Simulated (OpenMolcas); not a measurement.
## OpenMolcas run: Te²⁺

Input:

```
&GATEWAY
Coord
1

Te 0.0 0.0 0.0
Basis=ANO-RCC-VQZP
Group=XYZ
NoMove
AngMom=0.0 0.0 0.0
AMFI
&SEWARD
Relativistic=R03O02
&RASSCF
FileOrb=start.orb
Symmetry=1
Spin=3
nActEl=4 0 0
Inactive=14 9
Ras2=1 3
CIRoot=6 6 1
SDav=6
CIMx=300
Iter=120 100
PrWF=0.3
OrbListing=Nothing
MaxOrb=0
Atom
>>> COPY $Project.JobIph JOBPRE
&RASSCF
FileOrb=start.orb
Symmetry=1
Spin=3
nActEl=4 0 2
Inactive=14 9
Ras2=1 3
Ras3=5 0
CIRoot=6 6 1
SDav=211
CIMx=300
Iter=120 100
PrWF=0.3
OrbListing=Nothing
MaxOrb=0
Thrs=2.0e-7 1.0e-1 5.0e-4
Atom
>>> COPY $Project.JobIph JOB001
&RASSCF
FileOrb=start.orb
Symmetry=1
Spin=1
nActEl=4 0 2
Inactive=14 9
Ras2=1 3
Ras3=5 0
CIRoot=24 24 1
SDav=192
CIMx=300
Iter=120 100
PrWF=0.3
OrbListing=Nothing
MaxOrb=0
Thrs=2.0e-7 1.0e-1 5.0e-4
Atom
CIOnly
>>> COPY $Project.JobIph JOB002
&RASSCF
FileOrb=start.orb
Symmetry=2
Spin=3
nActEl=4 0 2
Inactive=14 9
Ras2=1 3
Ras3=5 0
CIRoot=8 8 1
SDav=174
CIMx=300
Iter=120 100
PrWF=0.3
OrbListing=Nothing
MaxOrb=0
Thrs=2.0e-7 1.0e-1 5.0e-4
Atom
>>> COPY $Project.JobIph JOB003
&RASSCF
FileOrb=start.orb
Symmetry=2
Spin=5
nActEl=4 0 2
Inactive=14 9
Ras2=1 3
Ras3=5 0
CIRoot=13 13 1
SDav=36
CIMx=300
Iter=120 100
PrWF=0.3
OrbListing=Nothing
MaxOrb=0
Thrs=2.0e-7 1.0e-1 5.0e-4
Atom
CIOnly
>>> COPY $Project.JobIph JOB004
&RASSCF
FileOrb=start.orb
Symmetry=2
Spin=1
nActEl=4 0 2
Inactive=14 9
Ras2=1 3
Ras3=5 0
CIRoot=20 20 1
SDav=138
CIMx=300
Iter=120 100
PrWF=0.3
OrbListing=Nothing
MaxOrb=0
Thrs=2.0e-7 1.0e-1 5.0e-4
Atom
CIOnly
>>> COPY $Project.JobIph JOB005
&RASSI
NrOfJobIphs=5 6 6 8 1 8
1 2 3 4 5 6
1 2 3 4 5 6
1 2 3 4 5 6 7 8
1
1 2 3 4 5 6 7 8
IphNames
JOB001
JOB002
JOB003
JOB004
JOB005
EJob
SpinOrbit
DIPRint=1.0
SOCoupling=1000.0
Subsets=2
MEES
Property=10
'ANGMOM' 1 'ANGMOM' 2 'ANGMOM' 3 'MLTPL  1' 1 'MLTPL  1' 2 'MLTPL  1' 3
'AMFI' 1 'AMFI' 2 'AMFI' 3 'MLTPL  2' 6
SOProperty=3
'ANGMOM' 1 'ANGMOM' 2 'ANGMOM' 3
```

Launched by
```bash
OMP_NUM_THREADS=1 MOLCAS_MEM=2252 MOLCAS_PROJECT=a pymolcas a.inp > a.log  # once for each step of the input, in one work folder
```

A driver script runs the steps one by one and writes start.orb anew before each from the orbitals found so far, so a CI-only block uses the converged orbitals of the first block.

Output, cut to the results:

```
--- SEWARD ---
Basis set label: TE.ANO-RCC...8S7P5D3F2G.

      Electronic valence basis set:
      ------------------
      Associated Effective Charge  52.000000 au
      Associated Actual Charge     52.000000 au
      Nuclear Model: Point charge

      Shell  nPrim  nBasis  Cartesian Spherical Contaminant
         s      22       8        X
         p      19       7        X
         d      13       5                 X
         f       5       3                 X
         g       3       2                 X
Relativistic=R03O02
                  Relativistic Douglas-Kroll-Hess integrals:
                    - DKH order of Hamiltonian: 3
                    - DKH order of Properties : 2
--- RASSCF ---
Wave function specifications:
      -----------------------------

      Number of closed shell electrons          46
      Number of electrons in active shells       4
      Max number of holes in RAS1 space          0
      Max nr of electrons in RAS3 space          2
      Number of inactive orbitals               23
      Number of active orbitals                  9
      Number of secondary orbitals              61
      Spin quantum number                      1.0
      State symmetry                             1
Orbital specifications:
      -----------------------

      Symmetry species                           1   2
                                                ag  au
      Frozen orbitals                            0   0
      Inactive orbitals                         14   9
      Active orbitals                            6   3
      RAS1 orbitals                              0   0
      RAS2 orbitals                              1   3
      RAS3 orbitals                              5   0
      Secondary orbitals                        31  30
      Deleted orbitals                           0   0
      Number of basis functions                 51  42
      Number of CSFs                           211
      Number of root(s) required                 6
      Iter CI   SX   CI       RASSCF       Energy    max ROT     max BLB   max BLB  Level Ln srch  Step   QN
          iter iter root      energy       change     param      element    value   shift minimum  type update
 Nr of preliminary CI iterations:   1
      Total energies have been shifted. Add                -6000.00 au
        1   1    2    0  -789.89550317    0.00E+00   1.66E-08    9  23 1  3.17E-07   0.00   0.00    SX    NO
        2   1    2    0  -789.89550317   -1.46E-11  -8.05E-09   15  23 1  3.41E-07   0.00   0.00    SX    NO
        3   1    2    0  -789.89550317   -9.09E-13  -1.38E-08    9  23 1  1.17E-07   0.00   0.00    SX    NO
        4   1    2    0  -789.89550317    4.55E-12  -4.67E-09   15  23 1  2.11E-07   0.00   0.00    SX    NO
      Convergence after  4 iterations
        5   1    2    0  -789.89550317    6.37E-12  -4.67E-09   15  22 1 -5.95E-08   0.00   0.00    SX    NO
      Natural orbitals and occupation numbers for root  1
      sym 1:   1.949678   0.005900   0.005900   0.005004   0.008347   0.008347
      sym 2:   0.992691   0.992691   0.031441
      Natural orbitals and occupation numbers for root  2
      sym 1:   1.949678   0.008347   0.005900   0.005004   0.005900   0.008347
      sym 2:   0.992691   0.031441   0.992691
      Natural orbitals and occupation numbers for root  3
      sym 1:   1.949678   0.005900   0.008347   0.008347   0.005900   0.005004
      sym 2:   0.031441   0.992691   0.992691
::    RASSCF root number  1 Total energy:  -6790.25595934
::    RASSCF root number  2 Total energy:  -6790.25595934
::    RASSCF root number  3 Total energy:  -6790.25595934
::    RASSCF root number  4 Total energy:  -6789.53504700
::    RASSCF root number  5 Total energy:  -6789.53504700
::    RASSCF root number  6 Total energy:  -6789.53504700
--- RASSCF ---
Wave function specifications:
      -----------------------------

      Number of closed shell electrons          46
      Number of electrons in active shells       4
      Max number of holes in RAS1 space          0
      Max nr of electrons in RAS3 space          2
      Number of inactive orbitals               23
      Number of active orbitals                  9
      Number of secondary orbitals              61
      Spin quantum number                      0.0
      State symmetry                             1
Orbital specifications:
      -----------------------

      Symmetry species                           1   2
...
--- RASSI ---
SPIN-FREE ENERGIES:
  (Shifted by EMIN (a.u.) =      -6790.2559593424)

 SF State       Relative EMIN(au)   Rel lowest level(eV)    D:o, cm**(-1)      L_eff

     1             0.0000000000        0.0000000000              0.0000         1.0
     2             0.0000000000        0.0000000000              0.0000         1.0
     3             0.0000000000        0.0000000000              0.0000         1.0
     7             0.0488757564        1.3299770862          10726.9886         2.0
     8             0.0488757564        1.3299770862          10726.9886         2.0
     9             0.0488757564        1.3299770862          10726.9886         2.0
    10             0.0488757564        1.3299770862          10726.9886         2.0
    11             0.0488757564        1.3299770862          10726.9886         2.0
    12             0.1100381459        2.9942904891          24150.5815         0.0
    21             0.2270537444        6.1784471379          49832.5369         0.0
    13             0.3344961846        9.1021048766          73413.4268         2.0
    14             0.3344962199        9.1021058382          73413.4346         2.0
    15             0.3344962199        9.1021058382          73413.4346         2.0
    16             0.3344962513        9.1021066907          73413.4414         2.0
    17             0.3344962513        9.1021066907          73413.4414         2.0
    18             0.3909928572       10.6394576573          85813.0132         1.0
    19             0.3909929547       10.6394603086          85813.0346         1.0
    20             0.3909929547       10.6394603086          85813.0346         1.0
    22             0.4147822766       11.2868007356          91034.1872         2.0
    23             0.4147824930       11.2868066245          91034.2347         2.0
    24             0.4147824934       11.2868066373          91034.2348         2.0
...
```

Levels above the lowest, from the spin-orbit matrix, grouped by J:

```
Configuration  Term  J  E (cm-1)  Measured (cm-1)  Term weight %  Second
      5s2 5p2    3P  0       0.0              0.0             95    5 1S
      5s2 5p2    3P  1      3829             4757            100        
      5s2 5p2    3P  2      7371             8167             89   11 1D
      5s2 5p2    1D  2     18061            17360             89   11 3P
      5s2 5p2    1S  0     31806            30398             95    5 3P
       5s 5p3   5S*  2     55498            64586             99        
       5s 5p3   3D*  1     78309            82889             95   4 3P*
       5s 5p3   3D*  2     78426            83203             93   7 3P*
       5s 5p3   3D*  3     79823            85206            100
```

Against the 8 measured excited levels shown (the list in Zhang, Palmeri, Quinet and Biemont, Astron. Astrophys. 551, A136 (2013)) the mean absolute deviation is 3500 cm-1; the largest miss in energy is 5s 5p3 5S* 2: computed 55498, measured 64586 cm-1 (-14.1 %), and the largest in proportion 5s2 5p2 3P1 (-19.5 %).

Terms from blocks run as CI alone lack orbitals of their own. The run also gave levels led by 5s 5p2 5d, 5s2 5p 5d, which use shells meant for correlation; these and all levels above them are left out. Some terms mix strongly with configurations of 5d, whose occupation reaches 0.20 (5s 5p3 3D*). Measured partners are found by configuration, term and J. A level has none where our copy of the source lacks it or the pairing is in doubt (some pairs that miss far off the trend of their configuration count as doubtful), and it then counts in no deviation. Only configurations of the active space appear. The first state left out of the spin-orbit step lies near 100000 cm-1 above the lowest spin-free state of the reference (among the parities and spins computed), and the list stops at four fifths of that energy or lower.

The term weight is that of the spin-free term in the level, not the purity of its configuration. * marks odd parity.
